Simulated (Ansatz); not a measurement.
Consider the isomerisation: `CB1O[SiH2]1` → `[SiH3]C1BO1`.

Gas-phase electronic energies from Ansatz, PBE0-D4/def2-TZVP geometries. CBS: MP2 limit from def2 TZ/QZ plus the TZ coupled-cluster correction, frozen cores. DFT in def2-TZVPP. HSE06 is defined as in plane-wave codes.

```csv
level,ΔE (kJ/mol),difference from CCSD(T)/CBS
BLYP-D4,145.1,-6.7
PBE0-D4,154.5,2.7
HSE06-D4,154.6,2.8
ωB97X-V,145.2,-6.6
PBE,153.1,1.3
r2SCANh,156.6,4.8
r2SCAN0,157.4,5.6
HSE06,155.2,3.4
BHLYP,151.1,-0.7
CAM-B3LYP,149.4,-2.4
RPA@PBE/def2-TZVPP,143.5,-8.3
MP2/def2-SVP,146.5,-5.3
CCSD(T)/def2-SVP,142.5,-9.3
CCSD/def2-TZVPP,150.7,-1.1
HF/CBS(def2),141.9,-9.9
MP2/CBS(def2),154.1,2.3
CCSD(T)/CBS,151.8,0
```

(1) What do rigid-rotor, harmonic-oscillator terms from PBE0-D4/def2-TZVP frequencies (298.15 K, 1 bar) make of the CCSD(T)/CBS value? (Best estimate.)

Largest T1 diagnostic among the species: 0.016.

Results:

(1) Ansatz gave: ΔZPE = -10.2 kJ/mol, ΔH = +141.3 kJ/mol, ΔS = -4 J/(mol·K), ΔG = +142.4 kJ/mol.

From BLYP to BHLYP (50 % exact exchange), in def2-TZVPP and without D4, ΔE moves by +4.0 kJ/mol. Leaving LDA and LC-ωPBE aside and taking each functional with its dispersion term where it has one, the values, not all of them listed here, spread over 14.3 kJ/mol, from BLYP-D4 to B97M-V. LDA lies +8.7 kJ/mol from PBE without D4. At CCSD(T), def2-SVP lies −9.3 kJ/mol from the extrapolated value and def2-TZVPP −0.6 kJ/mol.
